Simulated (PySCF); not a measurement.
Trends in electronic spectra. Computed with TDDFT B3LYP/def2-SVPD, vertical, gas phase, core orbitals frozen in the response (PySCF). Geometries: PBE0-D3(BJ)/def2-SVP; one conformer of each isolated species. Triplets are in the Tamm–Dancoff approximation. Atoms past krypton carry core potentials; spin–orbit coupling is left out.

Task: Rank by computed HOMO–LUMO gap, lowest first.
A. `C=CCC(=C)C`
B. `Cn1nc(O)ccc1=O`
C. `[CH3][Sn]([CH3])([CH3])[C](F)(F)F`
D. `C[CH2][Cd][CH3]`
E. `C[Si](Cl)(Cl)Cl`
F. `C=C/C(C)=C/C`
G. `C1=CCC=CC1`
H. `C=CCNC(=O)C#CCF`

Result: B (4.36 eV), F (5.38 eV), D (5.91 eV), H (6.15 eV), G (6.46 eV), A (6.61 eV), C (7.70 eV), E (8.40 eV).

```json
{"SMILES": "Cn1nc(O)ccc1=O", "gap (eV)": "4.36", "HOMO (eV)": "-6.43", "LUMO (eV)": "-2.07", "S1 (eV)": "3.91", "α (au)": "83.0", "first f ≥ 0.01 (nm)": "317", "S1 mainly": "H→L (98%)"}
{"SMILES": "C=C/C(C)=C/C", "gap (eV)": "5.38", "HOMO (eV)": "-6.17", "LUMO (eV)": "-0.79", "S1 (eV)": "5.53", "α (au)": "81.9", "first f ≥ 0.01 (nm)": "224", "S1 mainly": "H→L (97%)"}
{"SMILES": "C[CH2][Cd][CH3]", "gap (eV)": "5.91", "HOMO (eV)": "-6.34", "LUMO (eV)": "-0.43", "S1 (eV)": "4.92", "α (au)": "74.5", "first f ≥ 0.01 (nm)": "215", "S1 mainly": "H→L (98%)"}
{"SMILES": "C=CCNC(=O)C#CCF", "gap (eV)": "6.15", "HOMO (eV)": "-7.42", "LUMO (eV)": "-1.27", "S1 (eV)": "4.90", "α (au)": "103.5", "first f ≥ 0.01 (nm)": "219", "S1 mainly": "H-1→L (62%)"}
{"SMILES": "C1=CCC=CC1", "gap (eV)": "6.46", "HOMO (eV)": "-6.44", "LUMO (eV)": "0.03", "S1 (eV)": "5.61", "α (au)": "68.8", "first f ≥ 0.01 (nm)": "197", "S1 mainly": "H→L (97%)"}
{"SMILES": "C=CCC(=C)C", "gap (eV)": "6.61", "HOMO (eV)": "-6.96", "LUMO (eV)": "-0.35", "S1 (eV)": "5.98", "α (au)": "76.7", "first f ≥ 0.01 (nm)": "207", "S1 mainly": "H→L (85%)"}
{"SMILES": "[CH3][Sn]([CH3])([CH3])[C](F)(F)F", "gap (eV)": "7.70", "HOMO (eV)": "-8.05", "LUMO (eV)": "-0.35", "S1 (eV)": "6.98", "α (au)": "93.2", "first f ≥ 0.01 (nm)": "177", "S1 mainly": "H→L (99%)"}
{"SMILES": "C[Si](Cl)(Cl)Cl", "gap (eV)": "8.40", "HOMO (eV)": "-8.96", "LUMO (eV)": "-0.56", "S1 (eV)": "7.33", "α (au)": "77.8", "first f ≥ 0.01 (nm)": "162", "S1 mainly": "H→L (96%)"}
```

H and L stand for HOMO and LUMO.

- `Cn1nc(O)ccc1=O`: Löwdin shares by element: HOMO nitrogen 36%, oxygen 34% (atoms not listed hold the other 30%); LUMO carbon 46% or more, nitrogen 27% (atoms not listed hold the other 27%).
- `C=C/C(C)=C/C`: Löwdin shares by element: HOMO carbon 80% or more (atoms not listed hold the other 20%); LUMO carbon 77% or more (atoms not listed hold the other 23%).
- `C[CH2][Cd][CH3]`: for S1 the Löwdin share of cadmium is 16% in HOMO and 69% in LUMO.
- `C=CCNC(=O)C#CCF`: Löwdin shares by element: HOMO carbon 33% or more, nitrogen 23%, oxygen 22% (atoms not listed hold the other 23%); LUMO carbon 55% or more, oxygen 17% (atoms not listed hold the other 28%).
- `C1=CCC=CC1`: Löwdin shares by element: HOMO carbon 61% or more (atoms not listed hold the other 39%); LUMO carbon 72% or more (atoms not listed hold the other 28%).
- `C=CCC(=C)C`: Löwdin shares by element: HOMO carbon 82% or more (atoms not listed hold the other 18%); LUMO carbon 68% or more (atoms not listed hold the other 32%).
- `[CH3][Sn]([CH3])([CH3])[C](F)(F)F`: Löwdin shares by element: HOMO carbon 27% or more, fluorine 24% or more, tin 17% (atoms not listed hold the other 32%); LUMO tin 32%, carbon 27% or more (atoms not listed hold the other 41%).
- `C[Si](Cl)(Cl)Cl`: Löwdin shares by element: HOMO chlorine 100%; LUMO chlorine 65%, silicon 24%.
